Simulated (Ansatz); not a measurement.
C2H4GeO (`C#[C][GeH2][OH]`). Charge 0, multiplicity 1.

```xyz
8

C    -2.248    0.591    0.228
C    -1.123    0.176    0.108
Ge    0.620   -0.533   -0.082
O     1.689    0.888   -0.101
H    -3.239    0.969    0.334
H     0.733   -1.304   -1.407
H     0.954   -1.437    1.117
H     2.614    0.650   -0.195
```

Problem. List the harmonic frequencies (cm⁻¹, unscaled) at PBE0-D4/def2-TZVP in Ansatz. (An estimate is asked.)

Solution. Computed: 90, 133, 217, 323, 530, 571, 670, 711, 724, 738, 786, 885, 937, 2152, 2159, 2171, 3467, 3898.

Problem. Is this a minimum?

Solution. Yes, all 18 modes are real.

Problem. Give the ideal-gas thermochemistry at 298.15 K and 1 bar (rigid rotor, harmonic oscillator; point group Cs, symmetry number 1).

Solution. Zero-point energy 126.6 kJ/mol; H(298) − E = 145.3 kJ/mol; entropy 328.2 J/(mol·K), of which translation 168.2, rotation 107.3, vibration 52.7; G(298) − E = 47.4 kJ/mol. Modes under 100 cm⁻¹ are hindered rotations or soft bends, so the harmonic entropy is rough.

Problem. And at 400, 500, 600, 800 and 1000 K?

Solution. 
```tsv
T (K)	H − E (kJ/mol)	S (J/mol/K)	G − E (kJ/mol)
400	155.7	358.1	12.4
500	167.2	383.7	-24.7
600	179.6	406.4	-64.2
800	206.5	444.9	-149.5
1000	235.4	477.2	-241.8
```

Problem. Rotational constants (cm⁻¹)?

Solution. 0.4071, 0.1013, 0.08374.
